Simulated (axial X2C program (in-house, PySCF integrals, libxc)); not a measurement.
Spin–orbit effects down a group: molecules with Ba (ions), CCSD(T)

Computed with an in-house all-electron X2C program for linear molecules (integrals from PySCF), spin-free (one-electron X2C) or two-component (2c: spin–orbit coupling with atomic mean-field Coulomb and Gaunt terms, which also bring small scalar terms), in Dyall basis sets with cores contracted in-house; open shells are unrestricted.

Basis sets: Ba dyall-cv3z, H dyall-v3z, Li dyall-cv3z, Na dyall-cv3z. Frozen shells (counts by l): BaH⁺ Ba 4s3p2d, H none, 10 electrons correlated; LiBa⁺ Ba 4s3p2d, Li 1s, 10 electrons correlated; NaBa⁺ Ba 4s3p2d, Na 2s1p, 10 electrons correlated. Coupled cluster in natural virtuals with an MP2 remainder. Where the outer core of a metal is frozen, bonds come out longer and ionisation energies lower.

```tsv
molecule	spin-free state	Re (Å)	ωe (cm⁻¹)	De (eV)	2c state	Re 2c (Å)	ωe 2c (cm⁻¹)	De 2c (eV)
BaH⁺	M_S = 0, Λ = 0	2.141	1340.4	2.42	Ω = 0	2.140	1341.3	2.42
LiBa⁺	M_S = 0, Λ = 0	3.607	216.4	1.41	Ω = 0	3.606	216.5	1.41
NaBa⁺	M_S = 0, Λ = 0	3.930	108.8	1.16	Ω = 0	3.930	108.9	1.16
```

Problem. Work out the shifts from the spin-free to the two-component result.

Solution. 

| molecule | 2c state | ΔRe (Å) | Δωe (cm⁻¹) | ΔDe (eV) |
| --- | --- | --- | --- | --- |
| BaH⁺ | Ω = 0 | -0.001 | 0.9 | 0.00 |
| LiBa⁺ | Ω = 0 | -0.001 | noise | 0.00 |
| NaBa⁺ | Ω = 0 | 0.000 | noise | 0.00 |

Shifts of one unit in the last digit are rounding. Where the truncated virtual spaces of the two runs make Δωe unreliable it is marked noise.

Fragments in 2c: Ba+ + H, Ba+ + Li, Ba + Na+. Each entry is the lowest single determinant of a limited PBE0 search at one distance. De goes to single-determinant-based atoms at the same level (for ions the charge split of lowest energy) and is withheld (n/a) where an atom does not fit its ground term or J level. Main or longest-lived isotopes. One determinant is a doubtful description, or other states lie close, for LiBa⁺, NaBa⁺; these need not be ground states, and all values refer to the states named.
